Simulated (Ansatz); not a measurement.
Reactions of C3H10OSi (`CO[SiH](C)C`).

Isolated molecules relaxed with PBE0-D4/def2-TZVP in Ansatz; ΔE leaves out vibrations. CCSD(T)/CBS adds triple-zeta CCSD(T) − MP2 to the extrapolated MP2 energy (def2 sets, frozen cores). This one scheme is used for every species. DFT in def2-TZVPP. Triplets are unrestricted, without spin–orbit coupling. For Br, Se outer-core shells are correlated without core-valence functions, which leaves a few kJ/mol of doubt a bond. Scalar relativity is left out up to krypton. Each species was taken in one conformer, which may not be the lowest.

```csv
reaction,PBE-D4 (kJ/mol),CCSD(T)/CBS(def2) (kJ/mol)
`CO[SiH](C)C` → `CC` + `CO[SiH]`,226,235
`CO[SiH](C)C` → CH₄ + `CO[Si]C`,172,183
`CO[SiH](C)C` + H₂S → `CO[SiH](C)S` + CH₄,-77,-74
`CO[SiH](C)C` → `CO[SiH2]C` + `[CH2]` (triplet),492,485
`CO[SiH](C)C` + `[NH2][AlH2]` → `C[SiH](C)[NH][AlH2]` + CH₃OH,38,39
`CO[SiH](C)C` → `C[SiH2]C` + `C=O`,197,207
`CO[SiH](C)C` + HBr → `C[SiH](C)Br` + CH₃OH,-13,-9
`CO[SiH](C)C` + `C=NC(=N)O` → `C=N/C(O)=N\C` + `CO[SiH2]C`,74,80
`CO[SiH](C)C` + H₂Se → `CO[SiH](C)[SeH]` + CH₄,-80,-79
`CO[SiH](C)C` → `COC` + `C[SiH]`,402,417
```

Largest T1 diagnostic: 0.015, for `CO[SiH]`.
